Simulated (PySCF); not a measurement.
Spinor energies of Tc¹⁸⁺ (technetium, charge +18)

Start: [Ar] 3d7; 3d3/2 filled at m_j = -3/2, -1/2, +1/2, +3/2; 3d5/2 filled at m_j = +1/2, +3/2, +5/2. Calculated with PySCF 2.14 in an even-tempered Gaussian basis (17 s from 1.9 bohr⁻², ratio 2.8; 12 p from 2.4 bohr⁻², ratio 2.8; 8 d from 2.4 bohr⁻², ratio 2.8; 4 f from 10 bohr⁻², ratio 3): generalised Hartree-Fock with the X2C-1e Hamiltonian and a Gaussian nucleus; one run each with spin-orbit coupling (SO) switched off, then screened by Boettger's factors.

```csv
spinor shell,electrons,"ε, spin-free (eV)","ε, screened SO (eV)",weight of nominal j (screened SO),"rms radius, screened SO (bohr)"
1s1/2,2,-21716.7,-21715.3,1.000,0.0394
2s1/2,2,-3642.5,-3641.9,1.000,0.161
2p1/2,2,-3312.6,-3396.7,0.999,0.141
2p3/2,4,-3312.6,-3272.6,1.000,0.145
3s1/2,2,-1060.3,-1060.1,1.000,0.427
3p1/2,2,-947.37,-968.57,0.941,0.420
3p3/2,4,-947.37,-937.16,0.971,0.429
3d3/2,4,-783.05,-784.70,0.718,0.397
3d5/2,3,-783.05,-781.42,0.710,0.399
```

```tsv
quantity	spin-free	screened SO
E (hartree)	-4129.72289	-4130.39686
M_J	9/2	9/2
⟨J²⟩	24.751	24.752
⟨L²⟩	12.001	12.752
⟨S²⟩	3.750	3.486
```

Each row is a mean over spinors that exchange with the open shell spreads, by up to 25.362 eV (3p3/2).

Rows whose weight is well below 1 are mixtures of j = l ± 1/2: exchange outweighs spin-orbit coupling there, and the label is only the starting occupation.

Breit and QED terms are absent; they matter most for the inner s and p1/2 levels.

Densities and radii are taken from the X2C orbitals without a picture-change correction, which distorts them close to the nucleus.

Without spin-orbit coupling the j labels of p, d and f shells carry no meaning; the spin-free column gives the mean over the occupied spinors of each nl shell.
